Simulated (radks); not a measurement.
Values are calculated unless marked as measured or tabulated.
Q: Radial electron density D(r) = 4 pi r^2 rho(r) of an atom or ion with 16 electrons. Code: a radial shooting solver on a logarithmic mesh with Libxc functionals. Model: scalar-relativistic Kohn-Sham, PBE, spin-polarised, spherical densities, finite nucleus; Fermi nuclear charge, rms radius of each element as measured or else 0.836 A^(1/3) + 0.57 fm.

```
   r/bohr * D(r) (the largest magnitude, 35.4, reaches the edge; | marks zero)
 0.002236 |*
 0.002797 | *
   0.0035 |  *
 0.004378 |    *
 0.005477 |      *
 0.006853 |         *
 0.008573 |             *
  0.01073 |                  *
  0.01342 |                        *
  0.01679 |                                *
    0.021 |                                       *
  0.02628 |                                              *
  0.03287 |                                                  *
  0.04113 |                                                   *
  0.05145 |                                                *
  0.06489 |                                            *
  0.08118 |                                          *
   0.1016 |                                            *
   0.1271 |                                                  *
    0.159 |                                                      *
   0.1989 |                                                 *
   0.2488 |                                   *
   0.3113 |                     *
   0.3894 |                *
   0.4872 |                    *
   0.6095 |                     *
   0.7625 |              *
    0.954 |     *
    1.193 |*
    1.493 *
    1.868 *
```

What is the nuclear charge?

A: Z = 28. The innermost maximum, from 1s, lies near gamma/Z bohr with gamma = sqrt(1 - (Z/c)^2) = 0.979, here 0.035 bohr (found: 0.0389), and its height grows with Z. The density is that of the nickel ion Ni12+ in [He] 2s1 2p6 3s2 3p5; the configuration itself is not fixed sharply by these data, and Z only to about a unit. D(r) has 3 maxima, at r = 0.0389, 0.159, 0.563 bohr, and minima at 0.0812, 0.383 bohr, inside which lie 2.08, 9.30 electrons.
